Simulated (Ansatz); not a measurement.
Isolated molecules relaxed with PBE0-D4/def2-TZVP in Ansatz; ΔE leaves out vibrations. CBS: MP2 limit from def2 TZ/QZ plus the TZ coupled-cluster correction, frozen cores. This one scheme is used for every species. DFT in def2-TZVPP. For Ge outer-core shells are correlated without core-valence functions, which leaves a few kJ/mol of doubt a bond. Scalar relativity is left out up to krypton. Each species was taken in one conformer, which may not be the lowest.

Reaction (redistribution): `O[SiH](Cl)[GeH2][Cl]` + `CBF` → `[F][GeH2][Cl]` + `CB[SiH](O)Cl`

| species | r2SCAN energy (Eh) |
| --- | --- |
| `O[SiH](Cl)[GeH2][Cl]` | -3364.61959 |
| `CBF` | -165.24244 |
| `[F][GeH2][Cl]` | -2638.30327 |
| `CB[SiH](O)Cl` | -891.51067 |

Q: Work out ΔE.

A: ΔE = (-2638.30327) + (-891.51067) − (-3364.61959) − (-165.24244) = 0.04809 Eh = +30.2 kcal/mol. CCSD(T)/CBS gives +30.4 kcal/mol.

Largest T1 diagnostic among the species: 0.012.

In def2-TZVPP, CCSD(T) changes the Hartree–Fock value by +2.1 kcal/mol (the triples alone add +0.3 kcal/mol) and MP2 by +2.5 kcal/mol. The D4 term adds +0.9 kcal/mol with B3LYP and +0.5 kcal/mol with PBE0; it sums over pairs of atoms, weighted by their polarisabilities, and B3LYP, whose exchange is more repulsive, gets the larger term.

B3LYP here is the variant with VWN-RPA as its local correlation; programs differ in this.
